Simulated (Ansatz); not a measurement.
```yaml
crystal:
  periodic: [false, false, false]
  atoms:
    - {symbol: Br, position_ang: [-1.032644, 0.296547, 2.030936]}
    - {symbol: Ge, position_ang: [-0.090767, 0.049800, -0.124901]}
    - {symbol: Br, position_ang: [2.258068, 0.187203, -0.033969]}
    - {symbol: Br, position_ang: [-0.588925, -1.834020, -1.016868]}
    - {symbol: H, position_ang: [-0.546870, 1.282942, -1.024579]}
basis:
  gaussian: {orbitals: def2-TZVPPP}
hamiltonian: {xc: {name: wB97X}}
output: {forces: true}
```

```sh
$ ansatz run in.yaml --threads 4 --pin off --events-out ev --progress --plain --max-ram 10444MiB
```

(1) How does Ansatz answer? (Estimate.)

Answers

(1) Ansatz gave: The program refused the input.
```
Error: <dir> can't be read: No such file or directory (os error 2)
```
